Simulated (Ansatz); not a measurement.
Program: Ansatz. Geometries: PBE0-D4/def2-TZVP. ΔE: electronic, gas phase. CBS: MP2 limit from def2 TZ/QZ plus the TZ coupled-cluster correction, frozen cores. DFT in def2-TZVPP. One conformer a species, not always the lowest.

Consider the redistribution: `C=C[SiH](C)F` + `BN([SiH3])[SiH2]Cl` → `C[SiH](F)[SiH2]Cl` + `BN([SiH3])C=C`.

CCSD(T)/CBS gives +116.2 kJ/mol.

(1) Another level gave +104.0 kJ/mol. Which?
A. LC-ωPBE/def2-TZVPP
B. MP2/def2-TZVPP
C. BHLYP-D4/def2-TZVPP
D. PBE-QIDH/def2-TZVPP

(2) What do rigid-rotor, harmonic-oscillator terms from PBE0-D4/def2-TZVP frequencies (298.15 K, 1 bar) make of the CCSD(T)/CBS value? (Best estimate.)

Largest T1 diagnostic among the species: 0.013.

## Answers

(1) A. LC-ωPBE 104.0, MP2/def2-TZVPP 123.7, PBE-QIDH 109.9, BHLYP-D4 116.6 kJ/mol.

(2) The calculation gave: ΔZPE = +1.4 kJ/mol, ΔH = +117.1 kJ/mol, ΔS = -8 J/(mol·K), ΔG = +119.3 kJ/mol. Modes under 50 cm⁻¹ make the entropy rough.

In def2-TZVPP, CCSD(T) changes the Hartree–Fock value by −13.6 kJ/mol (the triples alone add −2.5 kJ/mol) and MP2 by −5.8 kJ/mol. Leaving LDA and LC-ωPBE aside and taking each functional with its dispersion term where it has one, the values, not all of them listed here, spread over 33.6 kJ/mol, from PBE-D4 to ωB97M-V. LDA lies −6.2 kJ/mol from PBE without D4.

CCSD(T)/CBS has its own doubt, a few kJ/mol and more with outer-core shells, so smaller differences from it don't rank the levels.
